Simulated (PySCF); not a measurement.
PySCF input for Ga(F)3 cation (F3Ga), SMILES [F][Ga]([F])[F] (connectivity only; charge and spin as stated), charge +1, multiplicity 2, TDA-PBE/def2-SVPD. The structure is a stationary point at B3LYP-D3(BJ)/def2-SVP. The geometry has at least one imaginary mode, so it is a saddle point at that level. The multiplicity is an assumed one; other spin states were not compared. The isomer is the one that the SMILES or the coordinates give; other isomers of the formula were not compared.

```python
import numpy as np
from pyscf import gto, scf, dft, tdscf

mol = gto.M(
    atom='''
    Ga    0.00000000    0.00000000   -0.27212724
    F    -0.00000000   -1.68179311   -0.46031419
    F    -0.00000000    1.68179311   -0.46031419
    F    -0.00000000    0.00000000    1.85795555
    ''',
    basis='def2-SVPD',
    charge=1,
    spin=1,
    max_memory=1600,
    verbose=4,
)
mf = dft.UKS(mol, xc='pbe').density_fit(auxbasis='def2-universal-jkfit')
mf.grids.level = 3
mf.conv_tol = 1e-9
mf.max_cycle = 100
mf.kernel()
fine, coarse = mf.grids, dft.Grids(mol).set(level=1).build(with_non0tab=True)
for _ in range(3):  # follow internal instabilities
    mf.grids = coarse
    mo, _, stable, _ = mf.stability(return_status=True, nroots=4)
    mf.grids = fine
    if stable:
        break
    mf.kernel(mf.make_rdm1(mo, mf.mo_occ))
mf.grids = dft.Grids(mol).set(level=1).build(with_non0tab=True)  # coarser grid for the response kernel
td = tdscf.TDA(mf)
td.nstates = 10
td.conv_tol = 1e-4
td.positive_eig_threshold = 1e-6
td.kernel(x0=td.get_init_guess(mf, 15))
td.analyze()
```

Log of the run:

```
PySCF version 2.14.0

[INPUT] verbose = 4
[INPUT] num. atoms = 4
[INPUT] num. electrons = 57
[INPUT] charge = 1
[INPUT] spin (= nelec alpha-beta = 2S) = 1
[INPUT] symmetry False subgroup None
[INPUT] Mole.unit = angstrom
[INPUT] Symbol           X                Y                Z      unit          X                Y                Z       unit  Magmom
[INPUT]  1 Ga     0.000000000000   0.000000000000  -0.272127240000 AA    0.000000000000   0.000000000000  -0.514245954634 Bohr   0.0
[INPUT]  2 F      0.000000000000  -1.681793110000  -0.460314190000 AA    0.000000000000  -3.178128376081  -0.869867750351 Bohr   0.0
[INPUT]  3 F      0.000000000000   1.681793110000  -0.460314190000 AA    0.000000000000   3.178128376081  -0.869867750351 Bohr   0.0
[INPUT]  4 F      0.000000000000   0.000000000000   1.857955550000 AA    0.000000000000   0.000000000000   3.511027141116 Bohr   0.0

nuclear repulsion = 286.473442665648
number of shells = 41
number of NR pGTOs = 179
number of NR cGTOs = 107
basis = def2-SVPD
ecp = {}


[settings echo left out]
init E= -2222.96248777911
  alpha nocc = 29  HOMO = -0.426204949785764  LUMO = -0.148618360889652
  beta  nocc = 28  HOMO = -0.427964453523311  LUMO = -0.426204949785762

WARN: HOMO -0.426204949785764 >= LUMO -0.426204949785762

cycle= 1 E= -2222.74724709518  delta_E= 0.215  |g|= 0.797  |ddm|= 2.06
  alpha nocc = 29  HOMO = -0.482659867545818  LUMO = -0.386465081583681

WARN: beta  nocc = 28  HOMO -0.482148393103977 >= LUMO -0.481442179410015


WARN: HOMO -0.482148393103977 >= LUMO -0.481442179410015

cycle= 2 E= -2220.01615969996  delta_E= 2.73  |g|= 2.74  |ddm|= 3.33
  alpha nocc = 29  HOMO = -0.610939677050292  LUMO = -0.451132490953727
  beta  nocc = 28  HOMO = -0.590701190362461  LUMO = -0.566531660645715
  HOMO = -0.590701190362  LUMO = -0.566531660646  gap/eV = 0.65769
cycle= 3 E= -2222.84579336548  delta_E= -2.83  |g|= 0.563  |ddm|= 2.71
  alpha nocc = 29  HOMO = -0.632504713315388  LUMO = -0.418020276117283
  beta  nocc = 28  HOMO = -0.630447995629997  LUMO = -0.625669966818113
  HOMO = -0.63044799563  LUMO = -0.625669966818  gap/eV = 0.13002
cycle= 4 E= -2222.66254621994  delta_E= 0.183  |g|= 0.733  |ddm|= 0.986
  alpha nocc = 29  HOMO = -0.6192431255385  LUMO = -0.42315593654529
  beta  nocc = 28  HOMO = -0.600773835812588  LUMO = -0.57499291748358
  HOMO = -0.600773835813  LUMO = -0.574992917484  gap/eV = 0.70153
cycle= 5 E= -2222.92954433659  delta_E= -0.267  |g|= 0.251  |ddm|= 0.886
  alpha nocc = 29  HOMO = -0.644131065620932  LUMO = -0.422406299672698
  beta  nocc = 28  HOMO = -0.633547946350789  LUMO = -0.60554526018685
  HOMO = -0.633547946351  LUMO = -0.605545260187  gap/eV = 0.76199
cycle= 6 E= -2222.95332839833  delta_E= -0.0238  |g|= 0.135  |ddm|= 0.161
  alpha nocc = 29  HOMO = -0.63217640978479  LUMO = -0.41543320730544
  beta  nocc = 28  HOMO = -0.629358234497327  LUMO = -0.615424304878931
  HOMO = -0.629358234497  LUMO = -0.615424304879  gap/eV = 0.37916
cycle= 7 E= -2222.94642217383  delta_E= 0.00691  |g|= 0.183  |ddm|= 0.361
  alpha nocc = 29  HOMO = -0.634705464670579  LUMO = -0.417120768487131
  beta  nocc = 28  HOMO = -0.631794517159712  LUMO = -0.617171929643998
  HOMO = -0.63179451716  LUMO = -0.617171929644  gap/eV = 0.39790
cycle= 8 E= -2222.95394949298  delta_E= -0.00753  |g|= 0.139  |ddm|= 0.044
  alpha nocc = 29  HOMO = -0.635701948585542  LUMO = -0.417383694582073
  beta  nocc = 28  HOMO = -0.632667028179297  LUMO = -0.616485382470805
  HOMO = -0.632667028179  LUMO = -0.616485382471  gap/eV = 0.44033
cycle= 9 E= -2222.9602235273  delta_E= -0.00627  |g|= 0.0842  |ddm|= 0.0535
  alpha nocc = 29  HOMO = -0.637868282886636  LUMO = -0.418845852213607
  beta  nocc = 28  HOMO = -0.634213271581714  LUMO = -0.614698693964226
  HOMO = -0.634213271582  LUMO = -0.614698693964  gap/eV = 0.53102
cycle= 10 E= -2222.96405652924  delta_E= -0.00383  |g|= 0.00326  |ddm|= 0.0956
  alpha nocc = 29  HOMO = -0.637905834255083  LUMO = -0.418886616181456
  beta  nocc = 28  HOMO = -0.634257291859292  LUMO = -0.61452031200634
  HOMO = -0.634257291859  LUMO = -0.614520312006  gap/eV = 0.53707
cycle= 11 E= -2222.96403874942  delta_E= 1.78e-05  |g|= 0.00642  |ddm|= 0.0049
  alpha nocc = 29  HOMO = -0.637735537355886  LUMO = -0.418814400782216
  beta  nocc = 28  HOMO = -0.634242194994372  LUMO = -0.61468768653536
  HOMO = -0.634242194994  LUMO = -0.614687686535  gap/eV = 0.53211
cycle= 12 E= -2222.96406104121  delta_E= -2.23e-05  |g|= 0.000626  |ddm|= 0.00655
  alpha nocc = 29  HOMO = -0.637738012808371  LUMO = -0.418799626254896
  beta  nocc = 28  HOMO = -0.63424866424933  LUMO = -0.614705837323966
  HOMO = -0.634248664249  LUMO = -0.614705837324  gap/eV = 0.53179
cycle= 13 E= -2222.96406115774  delta_E= -1.17e-07  |g|= 0.000438  |ddm|= 0.000359
  alpha nocc = 29  HOMO = -0.637722127909934  LUMO = -0.418793123437728
  beta  nocc = 28  HOMO = -0.634246325182991  LUMO = -0.614720598570603
  HOMO = -0.634246325183  LUMO = -0.614720598571  gap/eV = 0.53132
cycle= 14 E= -2222.96406125759  delta_E= -9.99e-08  |g|= 7.24e-05  |ddm|= 0.000574
  alpha nocc = 29  HOMO = -0.637723384674858  LUMO = -0.418793996405518
  beta  nocc = 28  HOMO = -0.634246605682052  LUMO = -0.614719227483526
  HOMO = -0.634246605682  LUMO = -0.614719227484  gap/eV = 0.53137
cycle= 15 E= -2222.96406125969  delta_E= -2.1e-09  |g|= 3.97e-05  |ddm|= 7.78e-05
  alpha nocc = 29  HOMO = -0.637724122841969  LUMO = -0.41879442885946
  beta  nocc = 28  HOMO = -0.634246856136744  LUMO = -0.614718644268631
  HOMO = -0.634246856137  LUMO = -0.614718644269  gap/eV = 0.53139
cycle= 16 E= -2222.96406126049  delta_E= -7.93e-10  |g|= 3.73e-06  |ddm|= 5.29e-05
  alpha nocc = 29  HOMO = -0.637722909698601  LUMO = -0.418793924861925
  beta  nocc = 28  HOMO = -0.63424671187045  LUMO = -0.614720146866494
  HOMO = -0.63424671187  LUMO = -0.614720146866  gap/eV = 0.53134
Extra cycle  E= -2222.96406125938  delta_E= 1.11e-09  |g|= 4.6e-05  |ddm|= 5.48e-05
converged SCF energy = -2222.96406125938  <S^2> = 0.75219445  2S+1 = 2.0021933
tot grids = 23320
uhf_internal: lowest eigs of H = [0.01393325 0.03798924 0.05446621 0.07378795]
<class 'pyscf.df.df_jk.DFUKS'> wavefunction is stable in the internal stability analysis
tot grids = 23320
Overwritten attributes  positive_eig_threshold  of <class 'pyscf.tdscf.uks.TDA'>


******** <class 'pyscf.tdscf.uks.TDA'> for <class 'pyscf.df.df_jk.DFUKS'> ********
nstates = 10
deg_eia_thresh = 1.000e-03
wfnsym = None
conv_tol = 0.0001
eigh lindep = 1e-12
eigh level_shift = 0
eigh max_cycle = 100


Excitation energies (eV)
[0.46540772 0.5333931  0.90072793 1.04181858 1.86967037 1.90799417
 2.60207077 3.4530194  5.62911722 5.76136922]

** Excitation energies and oscillator strengths **
Excited State   1:      0.46541 eV   2663.99 nm  f=0.0000
      24b ->   29b     -0.16978
      25b ->   29b     -0.98508
Excited State   2:      0.53339 eV   2324.44 nm  f=0.0000
      27b ->   29b     -0.99987
Excited State   3:      0.90073 eV   1376.49 nm  f=0.0056
      23b ->   29b      0.44976
      28b ->   29b      0.88223
Excited State   4:      1.04182 eV   1190.07 nm  f=0.0000
      24b ->   29b      0.98526
      25b ->   29b     -0.17001
Excited State   5:      1.86967 eV    663.13 nm  f=0.0220
      23a ->   30a      0.10170
      23b ->   29b      0.88610
      28b ->   29b     -0.42566
Excited State   6:      1.90799 eV    649.81 nm  f=0.0224
      22b ->   29b     -0.69286
      26b ->   29b      0.70024
Excited State   7:      2.60207 eV    476.48 nm  f=0.0692
      24a ->   30a      0.10729
      27a ->   30a      0.11332
      22b ->   29b     -0.71467
      23b ->   30b      0.10719
      26b ->   29b     -0.63925
      28b ->   30b      0.10612
Excited State   8:      3.45302 eV    359.06 nm  f=0.0020
      21b ->   29b     -0.99697
Excited State   9:      5.62912 eV    220.26 nm  f=0.0000
      29a ->   30a      0.68121
      27b ->   30b     -0.73074
Excited State  10:      5.76137 eV    215.20 nm  f=0.0056
      27a ->   30a     -0.51374
      28b ->   30b      0.85245

** Transition electric dipole moments (AU) **
state          X           Y           Z        Dip. S.      Osc.
  1         0.0000      0.0000     -0.0000      0.0000      0.0000
  2        -0.0139     -0.0000     -0.0000      0.0002      0.0000
  3         0.0000     -0.5027     -0.0000      0.2527      0.0056
  4        -0.0000     -0.0000      0.0000      0.0000      0.0000
  5         0.0000      0.6927      0.0001      0.4798      0.0220
  6         0.0000      0.0001     -0.6923      0.4793      0.0224
  7         0.0000     -0.0000      1.0415      1.0847      0.0692
  8         0.0000     -0.1529      0.0000      0.0234      0.0020
  9         0.0000     -0.0000     -0.0000      0.0000      0.0000
 10        -0.0000     -0.0000     -0.1986      0.0394      0.0056

** Transition velocity dipole moments (imaginary part, AU) **
state          X           Y           Z        Dip. S.      Osc.
  1        -0.0000      0.0000      0.0000      0.0000      0.0000
  2         0.0002      0.0000      0.0000      0.0000      0.0000
  3         0.0000      0.0846     -0.0000      0.0072      0.1441
  4         0.0000      0.0000     -0.0000      0.0000      0.0000
  5         0.0000     -0.0930     -0.0000      0.0087      0.0839
  6        -0.0000     -0.0000      0.0859      0.0074      0.0701
  7         0.0000      0.0000     -0.1086      0.0118      0.0823
  8         0.0000      0.0154     -0.0000      0.0002      0.0013
  9         0.0000      0.0000     -0.0000      0.0000      0.0000
 10        -0.0000     -0.0000     -0.0166      0.0003      0.0009

** Transition magnetic dipole moments (imaginary part, AU) **
state          X           Y           Z
  1        -0.0000     -0.0000      0.8217
  2         0.0000      0.4520      0.0001
  3         0.4822     -0.0000      0.0000
  4         0.0000      0.0000     -0.3062
  5         0.3255      0.0000      0.0000
  6         0.0000      0.0000     -0.0000
  7        -0.0000      0.0000      0.0000
  8        -0.8048     -0.0000      0.0000
  9         0.0000      0.0000      0.0049
 10         0.0000     -0.0000     -0.0000
```

Self-consistency was reached.
